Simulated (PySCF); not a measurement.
# How the method changes the constants of BiN

State: ¹Σ⁺ (singlet), closed shell. Set-up: basis Bi cc-pVDZ-PP with ECP60, N cc-pVDZ; scalar-relativistic core potentials; PySCF 2.14. De refers to Bi + N in their high-spin ground configurations, without counterpoise correction. A positive dipole means Bi(−)N(+). Levels whose curve was spin-contaminated or gave no clean fit are not listed.

```csv
Level,Re (Å),ωe (cm⁻¹),De (eV),μ (D),"CPU s a point (SCF and correlation, without the integrals)"
RHF,1.862,984,-3.03,-4.34,0.033
RHF-CCSD,1.946,777,1.38,n/a,n/a
RHF-CCSD(T),1.979,696,1.98,n/a,0.69
LDA,1.926,816,n/a,-3.33,0.37
PBE,1.947,790,3.30,-3.41,0.64
```

(1) What does the gradient correction do here, going from LDA to PBE?

(2) What does the triples do here, going from RHF-CCSD to RHF-CCSD(T)?

Correlated steps freeze 5 core orbitals. Correlated levels converge slowly with the basis: in double zeta they bind strong bonds too weakly, by up to about 1 eV, and carry superposition errors of some tenths. These are scalar-relativistic numbers at best; spin–orbit coupling would shift them, the dissociation energy most. Where the molecule has an RHF reference, its open-shell atoms are computed with UHF. The restricted Hartree–Fock solution is unstable towards spin polarisation at this distance. A negative De means that the minimum lies above the separated atoms at that level.

The whole job (state search and all levels along the bond) took about 1.3 min on 1 thread of Arm Neoverse V1 (shared host), peak memory 0.43 GiB.

## Answers

(1) PBE less LDA: +2.1 pm in Re, -3.2 % in ωe. The gradient correction favours the more uneven density of free atoms, so it tends to lengthen bonds and takes away much of the overbinding of LDA; so it does here.

(2) RHF-CCSD(T) less RHF-CCSD: +3.3 pm in Re, -10.4 % in ωe, +0.60 eV in De. Correlation nearly always deepens the well. The bond lengthens, as in strong covalent bonds, where excitations into antibonding orbitals dominate.
